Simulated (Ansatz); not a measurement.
Isolated molecules relaxed with PBE0-D4/def2-TZVP in Ansatz; ΔE leaves out vibrations. CCSD(T)/CBS is the MP2 limit (def2-TZVPP, def2-QZVPP) plus CCSD(T) − MP2 in def2-TZVPP, frozen cores. This one scheme is used for every species. Functionals use def2-TZVPP. For Ge outer-core shells are correlated without core-valence functions, which leaves a few kJ/mol of doubt a bond. Scalar relativity is left out up to krypton. One conformer a species, not always the lowest.

Consider the β-hydride elimination: `C[NH][GeH2][SiH3]` → `[SiH3][GeH3]` + `C=N`.

```
         level  ΔE (kJ/mol)
       PBE0-D4        129.0
MP2/def2-QZVPP        129.3
  HF/CBS(def2)         89.6
 MP2/CBS(def2)        131.4
```

(1) What does CCSD(T)/CBS give? (Estimate.)

Largest T1 diagnostic among the species: 0.012.

Answers

(1) Ansatz gave: +116.9 kJ/mol. The listed levels differ from it by 12.1, 12.4, -27.3, 14.5 kJ/mol.

From PBE to PBE0 (25 % exact exchange), in def2-TZVPP and without D4, ΔE moves by +11.4 kJ/mol. In def2-TZVPP, CCSD(T) changes the Hartree–Fock value by +22.0 kJ/mol (the triples alone add +0.8 kJ/mol) and MP2 by +36.5 kJ/mol.
